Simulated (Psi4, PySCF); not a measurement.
O2Se, triplet, at a GFN2-xTB geometry (a higher spin typed on purpose: for a closed-shell molecule this is an excited state), atoms displaced at random by about 0.03 Å a coordinate. Base run: PBE0/def2-SVP, gradient in PySCF.

Here is a job for PySCF.
```python
from pyscf import gto, scf, dft

mol = gto.Mole()
mol.atom = '''
    O    -1.304343   -0.614241    0.071423
    Se    0.012557    0.262200    0.014269
    O     1.396108   -0.500107    0.099429
'''
mol.basis = 'def2-svp'
mol.charge = 0
mol.spin = 2
mol.verbose = 4
mol.build()

mf = dft.UKS(mol)
mf.xc = 'pbe0'
mf.kernel()
g = mf.nuc_grad_method()
grad = g.kernel()
```

Programs used: Psi4, PySCF; a row that names a program was run with it.

The coordinate followed is x of atom 3.

The base run was repeated with changes; each row names its change, and settings that it needs were set with it.

| change | dE/dx (Eh/bohr) | net force (Eh/bohr) |
|---|---|---|
| base | -0.073546 | 0.000036 |
| conv_tol = 1e-4 | -0.073586 | 0.000036 |
| finite difference step (bohr) = 1e-4; conv_tol = 1e-11 | -0.073548 | - |
| finite difference step (bohr) = 1e-3; conv_tol = 1e-11 | -0.073548 | - |
| code = psi4 | -0.073322 | 0.000418 |
| conv_tol = 1e-11 | -0.073545 | 0.000036 |
| grids.level = 0; grid_response = on | -0.075798 | 0.000000 |
| density fitting = on | -0.073558 | 0.000036 |
| finite difference step (bohr) = 0.05; conv_tol = 1e-11 | -0.074221 | - |
| grids.level = 1; grid_response = off | -0.073605 | 0.000442 |
| density fitting = on; auxbasis_response = off | -0.071477 | 0.002612 |
| grids.level = 5; grid_response = on | -0.073550 | 0.000000 |

The net force is zero for an exact gradient.

Open shells are given as the SCF converged; they aren't shown to be the lowest states, and a large step between rows can be another state.
